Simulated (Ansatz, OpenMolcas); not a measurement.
# Ansatz → OpenMolcas

Ansatz 0.2.0 runs this on triplet SiH4O4:

molecule.yaml:
```yaml
basis:
  gaussian: {orbitals: def2-SVP}
crystal:
  periodic: [false, false, false]
  atoms:
    - {symbol: O, position_ang: [-0.969050, 0.776350, -1.057560]}
    - {symbol: Si, position_ang: [0.000010, 0.000030, -0.000040]}
    - {symbol: O, position_ang: [1.527610, 0.433680, -0.372150]}
    - {symbol: O, position_ang: [-0.043140, -1.629280, -0.059900]}
    - {symbol: O, position_ang: [-0.515400, 0.419370, 1.489460]}
    - {symbol: H, position_ang: [-0.639460, 0.869750, -1.952330]}
    - {symbol: H, position_ang: [2.226280, -0.135170, -0.046190]}
    - {symbol: H, position_ang: [-0.768040, -2.056130, 0.398680]}
    - {symbol: H, position_ang: [-0.818790, 1.321420, 1.600040]}
magnetization: {spin_polarized: true, initial_magnetization: 2}
hamiltonian: {xc: {name: BHLYP}}
accuracy: high
output: {orbitals: {seedname: orbitals}}
```

```bash
$ ansatz run molecule.yaml --threads 1 --pin off --max-ram 3480MiB --events-out events.jsonl --progress --plain --runs-dir runs
```

The coordinates come from a PBE0-D4/def2-TZVP relaxation. This is one conformer, not always the lowest. That shape belongs to the parent species and isn't relaxed for this state.

It gives a total energy of -592.203257 Eh.

Task: Translate the job to OpenMolcas 26.06 as an input file of the program's own.

Result: For example:

run.input:
```
>>> EXPORT MOLCAS_PRINT=2
&gateway
baslib=$CurrDir
basisset
O.def2-SVP....
O1 -0.969050 0.776350 -1.057560 angstrom
O3 1.527610 0.433680 -0.372150 angstrom
O4 -0.043140 -1.629280 -0.059900 angstrom
O5 -0.515400 0.419370 1.489460 angstrom
End of Basis
basisset
Si.def2-SVP....
Si2 0.000010 0.000030 -0.000040 angstrom
End of Basis
basisset
H.def2-SVP....
H6 -0.639460 0.869750 -1.952330 angstrom
H7 2.226280 -0.135170 -0.046190 angstrom
H8 -0.768040 -2.056130 0.398680 angstrom
H9 -0.818790 1.321420 1.600040 angstrom
End of Basis
&seward
gridinput
Grid=UltraFine
End of Grid
&scf
uhf
spin=3
ksdft=HYB_GGA_XC_BHANDHLYP
thresholds=1e-10 1e-07 1e-07 1e-05
prorbitals=1 2
```

```bash
$ export MOLCAS_MEM=1860
$ pymolcas run.input > run.log
```

(Basis files named in the input come from the Basis Set Exchange and aren't shown.)

Its energy is -592.203257 Eh, the same as the first but for the last digit, at most.
